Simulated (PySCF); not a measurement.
# Working out the excitation energy of P²⁺

P²⁺ [Ne] 3s2 3p1 (2P) → P²⁺ [Ne] 3s1 3p2 (4P). Computed with PySCF 2.14 in x2c-TZVPPall, with scalar relativity by spin-free X2C-1e. Frozen: [Ne]. Energies in hartree (1 hartree = 27.21139 eV):

```tsv
part	P²⁺ (lower)	P²⁺ (upper)
UHF	-340.458611	-340.255814
CCSD correlation	-0.064408	-0.015880
(T)	-0.001031	-0.000084
```

Problem. What does Hartree-Fock give?

Solution. (-340.255814) − (-340.458611) = 0.202797 hartree = 5.518 eV.

Problem. What do CCSD and CCSD(T) give?

Solution. The CCSD correlation energies differ by 0.048528 hartree = 1.321 eV and the triples by 0.000947 hartree = 0.026 eV, so CCSD gives 6.839 eV and CCSD(T) 6.865 eV.
